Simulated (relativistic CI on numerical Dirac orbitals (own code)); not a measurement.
# Ligand-field terms of d2

Computed with a parametric ligand-field model of a d^n configuration (Racah B and C, spin-orbit zeta, crystal field), exact diagonalisation.

Field parameters in Wybourne normalisation: Oh B⁴₀ = 21Dq, B⁴₄ = √(5/14) B⁴₀. The field is a parameter set, without covalency.

Question: Lowest levels for B = 460, C = 2060, ζ = 430 cm⁻¹, Oh, 10Dq = 33250 cm⁻¹?

Answer: E 0 (S 1.00), T2 7 (S 1.00), T1 513 (S 1.00), A1 742 (S 1.00), T2 7280 (S 0.00), E 7326 (S 0.01), A1 16856 (S 0.00), A2 32134 (S 1.00), T2 32240 (S 1.00) cm⁻¹, with S from ⟨S²⟩ = S(S + 1). The ground level has 0.01 electrons in the cubic e pair.

Question: Lowest levels for B = 560, C = 2630, ζ = 1750 cm⁻¹, Oh, 10Dq = 27500 cm⁻¹?

Answer: E 0 (S 0.99), T2 132 (S 0.99), T1 2449 (S 1.00), A1 3274 (S 0.99), T2 10230 (S 0.07), E 10464 (S 0.06), A1 21798 (S 0.08), A2 26851 (S 1.00), T2 27345 (S 0.99) cm⁻¹, with S from ⟨S²⟩ = S(S + 1). The ground level has 0.03 electrons in the cubic e pair.

Question: Lowest levels for B = 720, C = 2690, ζ = 230 cm⁻¹, Oh, 10Dq = 19700 cm⁻¹?

Answer: E 0 (S 1.00), T2 5 (S 1.00), T1 302 (S 1.00), A1 448 (S 1.00), T2 10221 (S 0.00), E 10392 (S 0.00), A2 18278 (S 1.00), T2 18342 (S 1.00), T1 18451 (S 1.00) cm⁻¹, with S from ⟨S²⟩ = S(S + 1). The ground level has 0.03 electrons in the cubic e pair.

Question: Lowest levels for B = 640, C = 2910, ζ = 2900 cm⁻¹, Oh, 10Dq = 19800 cm⁻¹?

Answer: E 0 (S 0.97), T2 459 (S 0.97), T1 4759 (S 1.00), A1 6119 (S 0.97), T2 12387 (S 0.27), E 13384 (S 0.15), A2 20483 (S 1.00), T2 21809 (S 0.92), T1 22603 (S 0.99) cm⁻¹, with S from ⟨S²⟩ = S(S + 1). The ground level has 0.09 electrons in the cubic e pair.

Question: Lowest levels for B = 340, C = 1430, ζ = 870 cm⁻¹, Oh, 10Dq = 28250 cm⁻¹?

Answer: E 0 (S 0.99), T2 29 (S 0.99), T1 1099 (S 1.00), A1 1478 (S 0.99), T2 5637 (S 0.03), E 5692 (S 0.03), A1 12604 (S 0.03), A2 27576 (S 1.00), T2 27778 (S 1.00) cm⁻¹, with S from ⟨S²⟩ = S(S + 1). The ground level has 0.01 electrons in the cubic e pair.
